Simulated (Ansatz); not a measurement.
An input meant for Ag₂Pd₂⁻ (charge -1, doublet).

Other settings, tried on Ag₂Pd₂⁻ (the lowest doublet isomer of a short search).

```yaml
crystal:
  periodic: [false, false, false]
  atoms:
    - {symbol: Pd, position_ang: [0.794919, -0.974735, -0.009210]}
    - {symbol: Pd, position_ang: [-0.793776, 0.974145, 0.010482]}
    - {symbol: Ag, position_ang: [1.934472, 1.362332, 0.008395]}
    - {symbol: Ag, position_ang: [-1.935614, -1.361742, -0.009667]}
basis:
  gaussian: {orbitals: def2-mTZVPP, nuclear_model: gaussian}
total_charge: -1
magnetization: {spin_polarized: true, initial_magnetization: 1}
hamiltonian: {xc: {name: HF}}
correlation: {active_space: {window: {electrons: 2, orbitals: 1}}}
scf: {omitted_lower_state_checks: [starts]}
output: {forces: true}
```

```sh
$ ansatz run in.yaml --threads 4 --pin off --events-out ev --progress --plain --max-ram 3916MiB
```

Output, abridged:

```
Error: invalid value for `correlation.active_space`: it starts from restricted Hartree–Fock orbitals; set hamiltonian.xc: hf without magnetization.spin_polarized
```

In the def2 sets Ag, Pd take a core potential; there is no spin–orbit coupling. The highest occupied level of an anion often lies above zero with these methods, and sets without diffuse functions describe the outer electron poorly.
